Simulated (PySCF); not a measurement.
All of these have the formula C5H10N2Si. Method used: TDDFT PBE0/def2-SVPD, vertical, gas phase, core orbitals frozen in the response (PySCF). Geometries: GFN2-xTB; one conformer of each isolated species. Triplets are in the Tamm–Dancoff approximation.

A. `C=C[C@@H]1C=NN([SiH3])C1`
B. `c1nn(c(C)c1C)[SiH3]`
C. `CCC1=CN([SiH3])C=N1`
D. `C=CCNC[SiH2]C#N`

Lowest singlet levels (six at most, fewer where fewer were computed) with oscillator strengths:

1. 214 nm (f 0.000); 202 nm (f 0.138); 198 nm (f 0.000); 195 nm (f 0.001); 193 nm (f 0.005); 190 nm (f 0.001); T1 4.29 eV
2. 228 nm (f 0.000); 202 nm (f 0.107); 200 nm (f 0.005); 196 nm (f 0.007); 194 nm (f 0.002); 192 nm (f 0.075); T1 4.31 eV
3. 264 nm (f 0.106); 237 nm (f 0.005); 216 nm (f 0.111); 210 nm (f 0.050); 209 nm (f 0.017); 203 nm (f 0.008); T1 3.44 eV
4. 243 nm (f 0.051); 236 nm (f 0.003); 223 nm (f 0.020); 205 nm (f 0.002); 200 nm (f 0.056); 191 nm (f 0.005); T1 4.46 eV

Question: Match each spectrum to its molecule.

Answer: 1 = B, 2 = C, 3 = A, 4 = D.
- A: S1 at 4.70 eV, HOMO→LUMO (98%); Löwdin shares by element: HOMO nitrogen 52%, carbon 20% or more, silicon 5% (atoms not listed hold the other 23%); LUMO carbon 52% or more, nitrogen 18% or more (atoms not listed hold the other 30%); HOMO -6.03 and LUMO -0.37 eV.
- B: S1 at 5.80 eV, HOMO→LUMO (98%); Löwdin shares by element: HOMO carbon 48% or more, nitrogen 29% (atoms not listed hold the other 23%); LUMO silicon 36%, hydrogen 21% or more, carbon 8% or more (atoms not listed hold the other 35%); HOMO -6.58 and LUMO 0.26 eV; point group Cs, 2 of its 6 listed states under f = 0.0005.
- C: S1 at 5.43 eV, HOMO→LUMO (99%); Löwdin shares by element: HOMO carbon 69% or more, nitrogen 10% or more (atoms not listed hold the other 20%); LUMO silicon 45%, hydrogen 35% or more (atoms not listed hold the other 20%); HOMO -6.51 and LUMO -0.03 eV.
- D: S1 at 5.10 eV, HOMO→LUMO (96%); Löwdin shares by element: HOMO nitrogen 53% or more, carbon 20% or more, silicon 7% (atoms not listed hold the other 20%); LUMO carbon 31% or more, silicon 24%, nitrogen 21% or more (atoms not listed hold the other 23%); HOMO -6.69 and LUMO -0.57 eV.
